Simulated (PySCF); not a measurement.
# Assigning NMR signals

Bonds (- single, = double, # triple, : aromatic): C1-Si2, Si2-Si3, Si3-Si4, Si4-C5, C5=O6, Si4-Si7, Si7-Si2. C1 carries H8, H9, H10; Si2 carries H11; Si3 carries H12, H13; Si4 carries H14; C5 carries H15; Si7 carries H16, H17. Stereochemistry as in C[Si@H]1[SiH2][Si@H](C=O)[SiH2]1. H13, H16 are cis to C1 on the ring; H12, H17 are trans to C1 on the ring.

How the numbers were obtained: geometry from GFN2-xTB, GIAO PBE0/pcSseg-1 shieldings, in PySCF (non-relativistic, in vacuum, rapidly exchanging positions averaged, one conformer).

Referencing at the same level of theory: 13C, 1H vs TMS.

(1) Assign these signals to the numbered atoms. 13C{1H} NMR (computed): δ 259.8 (CH), -3.3 (CH3).

(2) Assign these signals to the numbered atoms. 1H NMR (400 MHz, computed): δ 13.08 (d, 1H), 5.07 (m, 1H), 4.87 (m, 1H), 4.15 (m, 2H), 4.14 (m, 2H), 0.44 (d, 3H).

Results:

(1) 
| δ (ppm) | atoms | environment | reason |
| --- | --- | --- | --- |
| 259.8 | C5 | carbonyl carbon | – |
| -3.3 | C1 | methyl carbon bonded to Si | an electropositive neighbour leaves it electron-rich and shielded |

(2) 
| δ (ppm) | atoms | environment | reason |
| --- | --- | --- | --- |
| 13.08 | H15 | hydrogen on a carbonyl carbon | – |
| 5.07 | H11 | hydrogen on a silicon bonded to C, 2 Si, in a 4-membered ring | – |
| 4.87 | H14 | hydrogen on a silicon bonded to C, 2 Si, in a 4-membered ring | – |
| 4.15 | H12/H17 | hydrogen on a silicon bonded to 2 Si, in a 4-membered ring | – |
| 4.14 | H13/H16 | hydrogen on a silicon bonded to 2 Si, in a 4-membered ring | – |
| 0.44 | H8/H9/H10 | hydrogen on a methyl carbon bonded to Si | an electropositive neighbour shields it, as in TMS itself |

H12/H17 and H13/H16 lie closer than the usual error of such a calculation, so a measured spectrum could show them in the other order.

Shifts are as computed. Against solution values, carbons near 30 ppm lie about +3 ppm off and those near 130 ppm about +5 ppm. Of 1309 compounds with measured shifts, 239 miss one by over three times the rms of a fit or turn the order of signals round; such compounds aren't used in these exercises. No couplings were computed; multiplicities are counted from neighbouring protons, with m where these are inequivalent, close in shift, in a saturated or five-membered ring or joined by F or P, and br s for small geminal =CH2 splittings.
